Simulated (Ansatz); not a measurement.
Isolated molecules relaxed with PBE0-D4/def2-TZVP in Ansatz; ΔE leaves out vibrations. CCSD(T)/CBS is the MP2 limit (def2-TZVPP, def2-QZVPP) plus CCSD(T) − MP2 in def2-TZVPP, frozen cores. This one scheme is used for every species. DFT in def2-TZVPP. B3LYP here is the variant with VWN-RPA as its local correlation; programs differ in this. One conformer a species, not always the lowest.

`CBCCO` + H₂O → `OBCCO` + CH₄  (formal hydrolysis of a B–C bond)

| level | ΔE (kJ/mol) | difference from CCSD(T)/CBS |
| --- | --- | --- |
| r2SCAN-D4 | -146.4 | -6.1 |
| B2PLYP | -151.0 | -10.7 |
| B3LYP | -152.4 | -12.1 |
| HF/def2-TZVPP | -153.6 | -13.3 |
| MP2/def2-TZVPP | -145.2 | -4.9 |
| SCS-MP2/def2-TZVPP | -147.8 | -7.5 |
| CCSD/def2-TZVPP | -145.3 | -5.0 |
| MP2/def2-QZVPP | -142.0 | -1.7 |
| HF/CBS(def2) | -152.9 | -12.6 |
| CCSD/CBS(def2) | -140.1 | 0.2 |
| CCSD(T)/CBS | -140.3 | 0 |

Largest T1 diagnostic among the species: 0.012.

In def2-TZVPP, CCSD(T) changes the Hartree–Fock value by +8.1 kJ/mol (the triples alone add −0.2 kJ/mol) and MP2 by +8.5 kJ/mol. The D4 term adds +4.4 kJ/mol with B3LYP and +2.5 kJ/mol with PBE0; it sums over pairs of atoms, weighted by their polarisabilities, and B3LYP, whose exchange is more repulsive, gets the larger term.
